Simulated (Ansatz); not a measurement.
C4H10Si can be A, `C=CCC[SiH3]`, or B, `C[Si]1(C)CC1`.

Gas-phase electronic energies from Ansatz, PBE0-D4/def2-TZVP geometries. CBS: MP2 limit from def2 TZ/QZ plus the TZ coupled-cluster correction, frozen cores. Functionals use def2-TZVPP. B3LYP here is the variant with VWN-RPA as its local correlation; programs differ in this. Each species was taken in one conformer, which may not be the lowest.

Q: Which is lower in electronic energy at CCSD(T)/CBS, and by how much? (An estimate is asked.)

A: Ansatz gave: B, by 50.6 kJ/mol.

Q: Give E(B) − E(A) in kJ/mol with B3LYP, HF/def2-TZVPP, PBE0-D4, MP2/def2-TZVPP, PBE-D4, B3LYP-D4, CCSD/def2-TZVPP. (Best estimate.)

A: Ansatz gave: B3LYP -46.5, HF/def2-TZVPP -18.3, PBE0-D4 -68.5, MP2/def2-TZVPP -61.1, PBE-D4 -66.4, B3LYP-D4 -44.6, CCSD/def2-TZVPP -45.7. None reverses the order clearly.

Largest T1 diagnostic: 0.010.

In def2-TZVPP, CCSD(T) changes the Hartree–Fock value by −29.1 kJ/mol (the triples alone add −1.7 kJ/mol) and MP2 by −42.9 kJ/mol.
